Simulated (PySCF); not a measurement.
Compound: C8H10OSi.
Atom-mapped SMILES: `[CH3:1][c:2]1[cH:3][cH:4][cH:5][cH:6][c:7]1[C:8](=[O:9])[SiH3:10]` (hydrogens: H11, H12, H13 on C1; H14 on C3; H15 on C4; H16 on C5; H17 on C6; H18, H19, H20 on Si10)

Computed by this run: PySCF 2.14.0, PBE0-D3(BJ)/def2-SVP geometry optimisation, gas phase; density fitting, grid level 2; the optimiser is geomeTRIC in internal coordinates, started from a GFN2-xTB structure.

Geometry at step 3:
```
atom  x, y, z in Å
C1     -0.8245    2.2792   -0.1164
C2     -0.7731    0.7839    0.0087
C3     -1.9618    0.0498    0.0926
C4     -1.9630   -1.3408    0.1961
C5     -0.7600   -2.0447    0.2237
C6      0.4317   -1.3349    0.1434
C7      0.4457    0.0634    0.0309
C8      1.7628    0.7382   -0.0989
O9      1.8570    1.8929   -0.4640
Si10    3.4368   -0.2197    0.2289
H11    -0.5016    2.5994   -1.1181
H12    -0.1416    2.7772    0.5835
H13    -1.8478    2.6398    0.0526
H14    -2.9115    0.5883    0.0757
H15    -2.9118   -1.8762    0.2579
H16    -0.7513   -3.1324    0.3065
H17     1.3774   -1.8818    0.1587
H18     3.7140   -1.1484   -0.9103
H19     4.5023    0.8163    0.2992
H20     3.4011   -1.0189    1.4912
```

Problem. Give the atomic forces at this geometry.

Solution. 
```csv
atom,Fx (eV/Å),Fy (eV/Å),Fz (eV/Å)
C1,-0.130,-0.110,-0.057
C2,0.029,0.071,-0.060
C3,0.098,-0.023,0.041
C4,0.062,0.049,0.000
C5,-0.012,0.083,-0.027
C6,-0.098,0.052,0.058
C7,0.043,-0.175,0.042
C8,-0.058,-0.073,-0.163
O9,0.231,0.125,0.064
Si10,-0.103,0.067,-0.018
H11,0.020,-0.003,0.009
H12,0.000,0.005,0.037
H13,-0.046,0.008,0.024
H14,-0.046,0.023,0.009
H15,-0.049,-0.026,0.005
H16,-0.006,-0.033,-0.003
H17,0.045,-0.027,0.008
H18,-0.005,-0.010,0.000
H19,0.004,0.009,0.015
H20,0.021,-0.013,0.018
```

The largest, 0.27 eV/Å, acts on O9; the rms over all components is 0.065 eV/Å. The forces sum to zero within rounding, as they must for an isolated molecule in no field.

Problem. Give the force on O9 in Eh/bohr and in nN.

Solution. 0.270 eV/Å ÷ 51.422 = 0.00526 Eh/bohr, and 0.270 eV/Å × 1.602 = 0.43 nN.

Problem. How far is this geometry from the end of the optimisation?

Solution. 0.016 eV above it, and 0.135 Å rms away after alignment. The bonds farthest from their final lengths, with half the difference of the two atoms' forces along the bond (positive lengthens):

```csv
bond,now (Å),final (Å),force along bond (eV/Å)
C8–Si10,1.956,1.952,-0.04
C1–C2,1.501,1.498,-0.09
C1–H12,1.097,1.100,+0.10
C2–C7,1.416,1.418,+0.07
Si10–H20,1.494,1.496,+0.04
C7–C8,1.486,1.487,-0.01
```

The angle farthest from its final value is C7–C8–O9, 121.8° against 123.1°.

The cost below is that of the whole optimisation. The run took 2.5 min wall on one thread of an AMD EPYC 9R45, no GPU, shared host with 96 logical CPUs at a one-minute load of 37, and the process peaked at 0.99 GiB of memory.
